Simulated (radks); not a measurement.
Results of a calculation; reference values are marked as such.
Q: Ionisation of Pm, [Xe] 4f5 6s2, to Pm+, [Xe] 4f5 6s1, under several functionals. Dirac Kohn-Sham, spin-unpolarised, spherical densities, finite nucleus; open shells fill j = l - 1/2 first; a radial shooting solver on a logarithmic mesh with Libxc functionals. The NIST Atomic Spectra Database gives 5.582 eV (measured). Rank these functionals by the error of their Delta-SCF ionisation energy: SOGGA; PBE; LDA (Slater exchange, Perdew-Wang correlation); revPBE; LDA (Slater exchange, Perdew-Zunger correlation).

A: From best to worst: SOGGA 5.780 eV (+0.199); revPBE 5.789 eV (+0.208); PBE 5.868 eV (+0.286); LDA (Slater exchange, Perdew-Wang correlation) 6.063 eV (+0.481); LDA (Slater exchange, Perdew-Zunger correlation) 6.068 eV (+0.486). Spin polarisation and multiplet splitting are left out, so open shells lie too high by an amount that depends on their filling.

Beside tabulated values, note that spin-unpolarised runs miss the spin-polarisation part of the exchange energy of open shells.
